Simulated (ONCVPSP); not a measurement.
**Logarithmic derivatives: erbium, ONCV**

erbium (Er), optimised norm-conserving Vanderbilt (ONCV), made with ONCVPSP 4.0.1 (revPBE, scalar-relativistic). Core [Kr] 4d10, reference 4f12 5s2 5p6 6s1 (charge +1). Waves: 5s+6s: rc 2.78 bohr, ncon 3, nbas 7, qcut 5.9 1/bohr, 2 projectors; 5p: rc 2.24 bohr, ncon 5, nbas 10, qcut 4.5 1/bohr, 2 projectors, debl 1.6 Ha; d scattering state at 0.17 Ha: rc 2.64 bohr, ncon 4, nbas 8, qcut 5.1 1/bohr, 3 projectors, debl 1 Ha; 4f: rc 1.78 bohr, ncon 3, nbas 7, qcut 15.2 1/bohr, 1 projector. Local part: polynomial inside 1.66 bohr (lpopt 3, dvloc0 0 Ha). Core correction: Teter function, fcfact 5, rcfact 1.75.

In the d channel the program set the typed energies aside and used -0.241, 0.759, 1.759 Ha.

The phase is arctan(r·R′/R) of the radial function R(r), unwrapped; energies in Ha, scanned from -4 to 5 Ha. A pole is an energy at which the radial function vanishes at the test radius. The pseudo phase is shifted by a multiple of π to meet the all-electron one at the reference energy, and phase errors are pseudo minus all-electron; the curves can meet again beyond the range given. Levels narrower than the energy grid can be missing from the lists of poles.

```json
{"channel": "s", "radius (bohr)": "2.82", "reference energy (Ha)": "-0.33", "poles, all-electron": "-2.13, 1.06", "poles, pseudo": "-2.13, 1.04, 3.80", "unbroken range about the reference energy with phases within 0.05 rad": "below 2.0", "phase error 1 Ha above the reference energy (rad)": "-0.002"}
{"channel": "p", "radius (bohr)": "2.27", "reference energy (Ha)": "-1.21", "poles, all-electron": "-0.90, 3.93", "poles, pseudo": "-0.90, 3.84", "unbroken range about the reference energy with phases within 0.05 rad": "the whole range", "phase error 1 Ha above the reference energy (rad)": "-0.000"}
{"channel": "d", "radius (bohr)": "2.68", "reference energy (Ha)": "-0.24", "poles, all-electron": "0.26, 3.52", "poles, pseudo": "0.26, 3.52", "unbroken range about the reference energy with phases within 0.05 rad": "the whole range", "phase error 1 Ha above the reference energy (rad)": "+0.000"}
{"channel": "f", "radius (bohr)": "1.81", "reference energy (Ha)": "-0.35", "poles, all-electron": "-0.22, 4.68", "poles, pseudo": "-0.22", "unbroken range about the reference energy with phases within 0.05 rad": "below 0.4", "phase error 1 Ha above the reference energy (rad)": "+0.077"}
```

Phases in the f channel:

| E (Ha) | all-electron | pseudo |
| --- | --- | --- |
| -3.98 | 1.341 | 1.342 |
| -3.74 | 1.333 | 1.334 |
| -3.50 | 1.324 | 1.325 |
| -3.26 | 1.314 | 1.315 |
| -3.02 | 1.303 | 1.304 |
| -2.78 | 1.290 | 1.292 |
| -2.54 | 1.275 | 1.277 |
| -2.30 | 1.257 | 1.260 |
| -2.06 | 1.236 | 1.239 |
| -1.82 | 1.209 | 1.214 |
| -1.58 | 1.175 | 1.181 |
| -1.34 | 1.128 | 1.135 |
| -1.10 | 1.053 | 1.065 |
| -0.86 | 0.910 | 0.927 |
| -0.62 | 0.450 | 0.479 |
| -0.38 | -1.130 | -1.129 |
| -0.14 | -1.680 | -1.671 |
| 0.10 | -1.869 | -1.847 |
| 0.34 | -2.004 | -1.965 |
| 0.58 | -2.144 | -2.078 |
| 0.82 | -2.325 | -2.210 |
| 1.06 | -2.585 | -2.386 |
| 1.30 | -2.958 | -2.632 |
| 1.54 | -3.402 | -2.968 |
| 1.78 | -3.785 | -3.356 |
| 2.02 | -4.049 | -3.703 |
| 2.26 | -4.222 | -3.959 |
| 2.50 | -4.340 | -4.136 |
| 2.74 | -4.424 | -4.260 |
| 2.98 | -4.487 | -4.349 |
| 3.22 | -4.536 | -4.415 |
| 3.46 | -4.576 | -4.467 |
| 3.70 | -4.609 | -4.509 |
| 3.94 | -4.639 | -4.543 |
| 4.18 | -4.665 | -4.572 |
| 4.42 | -4.688 | -4.596 |
| 4.66 | -4.710 | -4.617 |
| 4.90 | -4.732 | -4.636 |
